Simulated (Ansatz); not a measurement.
```yaml
crystal:
  periodic: [false, false, false]
  atoms:
    - {symbol: C, position_ang: [-1.358455, -0.633199, -0.801534]}
    - {symbol: C, position_ang: [-0.195168, -1.599564, -0.737466]}
    - {symbol: O, position_ang: [0.461235, -1.664299, 0.506417]}
    - {symbol: C, position_ang: [1.458688, -0.728967, 0.765509]}
    - {symbol: O, position_ang: [1.024532, 0.421308, 1.417664]}
    - {symbol: C, position_ang: [0.649605, 1.524587, 0.627449]}
    - {symbol: C, position_ang: [-0.780435, 1.504363, 0.131782]}
    - {symbol: O, position_ang: [-0.989640, 0.707621, -1.007317]}
    - {symbol: H, position_ang: [-1.977470, -0.911843, -1.661131]}
    - {symbol: H, position_ang: [-1.969971, -0.736529, 0.104764]}
    - {symbol: H, position_ang: [0.517929, -1.355893, -1.537653]}
    - {symbol: H, position_ang: [-0.577465, -2.607965, -0.922513]}
    - {symbol: H, position_ang: [2.146715, -1.217438, 1.458113]}
    - {symbol: H, position_ang: [1.980500, -0.461989, -0.168062]}
    - {symbol: H, position_ang: [0.777682, 2.403171, 1.266958]}
    - {symbol: H, position_ang: [1.325818, 1.630546, -0.232602]}
    - {symbol: H, position_ang: [-1.446797, 1.200418, 0.950064]}
    - {symbol: H, position_ang: [-1.047305, 2.525686, -0.160438]}
basis:
  gaussian: {orbitals: pcseg-2}
magnetization: {spin_polarized: true, initial_magnetization: 0}
hamiltonian: {xc: {name: PBE0-DH}}
output: {forces: true}
```

```sh
$ ansatz run in.yaml --threads 2 --pin off --events-out ev --progress --plain --max-ram 22528MiB --backend cuda --devices 0, --max-vram 18GiB
```

Output, abridged:

```
Functional definition: PBE0-DH
2259 factors; integrals over basis functions are off by at most 1.2e-3 eV
mean field evaluation 1: about -11466.9965 eV, gradient 3.8e1 eV
mean field evaluation 2: about -11467.2463 eV, gradient 3.8e1 eV
mean field evaluation 4: about -11473.2133 eV, gradient 5.0e0 eV
mean field evaluation 8: about -11473.3058 eV, gradient 5.7e-1 eV
mean field evaluation 16: about -11473.3068 eV, gradient 7.1e-5 eV
mean field -11473.30682544 eV, -421.6362489483 hartree, gradient 5.3e-6 eV, S^2 0.000000; 0 other end points of the search recorded, 0 dependent functions left out
8 core orbitals not correlated: weight in the atoms' cores, before any rotation towards them, 1.000 or more for the frozen orbitals, at most 0.000 for the correlated occupied ones
reference -11473.30685569 eV, -421.6362500598 hartree; 24, 24 occupied and 348, 348 virtual orbitals, 2259 factors
second order -50.63114432 eV of doubles, -0.00000000 eV of singles
Total energy: -11479.63574873 eV, -421.8688325891 hartree
Atom 0 at    -1.358455    -0.633199    -0.801534 Å, force    -0.058373     0.040580    -0.002207 eV/Å
Atom 1 at    -0.195168    -1.599564    -0.737466 Å, force     0.058875    -0.040986     0.005854 eV/Å
Atom 2 at     0.461235    -1.664299     0.506417 Å, force     0.053286     0.175376    -0.141175 eV/Å
Atom 3 at     1.458688    -0.728967     0.765509 Å, force    -0.000515    -0.011055     0.025613 eV/Å
Atom 4 at     1.024532     0.421308     1.417664 Å, force    -0.000742    -0.027700    -0.229147 eV/Å
Atom 5 at     0.649605     1.524587     0.627449 Å, force     0.068316    -0.005590     0.021309 eV/Å
Atom 6 at    -0.780435     1.504363     0.131782 Å, force    -0.068871     0.003482    -0.018827 eV/Å
Atom 7 at    -0.989640     0.707621    -1.007317 Å, force    -0.009108    -0.082098     0.193168 eV/Å
Atom 8 at    -1.977470    -0.911843    -1.661131 Å, force     0.110506     0.049176     0.143994 eV/Å
Atom 9 at    -1.969971    -0.736529     0.104764 Å, force     0.108116     0.027706    -0.147069 eV/Å
Atom 10 at     0.517929    -1.355893    -1.537653 Å, force    -0.112883    -0.038221     0.140611 eV/Å
Atom 11 at    -0.577465    -2.607965    -0.922513 Å, force     0.064081     0.173995     0.037622 eV/Å
Atom 12 at     2.146715    -1.217438     1.458113 Å, force    -0.132391     0.094988    -0.135934 eV/Å
Atom 13 at     1.980500    -0.461989    -0.168062 Å, force    -0.106349    -0.042399     0.162763 eV/Å
Atom 14 at     0.777682     2.403171     1.266958 Å, force    -0.024761    -0.154770    -0.106228 eV/Å
Atom 15 at     1.325818     1.630546    -0.232602 Å, force    -0.109897    -0.026342     0.145669 eV/Å
Atom 16 at    -1.446797     1.200418     0.950064 Å, force     0.111415     0.039123    -0.141826 eV/Å
Atom 17 at    -1.047305     2.525686    -0.160438 Å, force     0.049295    -0.175266     0.045808 eV/Å
Dipole moment:    -0.001454     0.092951    -0.211343 e Å
```

Run time 12 s (2 threads of an AMD EPYC 7R13 on a shared host and a share of an NVIDIA H100 80 GB); peak host memory 2.6 GiB.
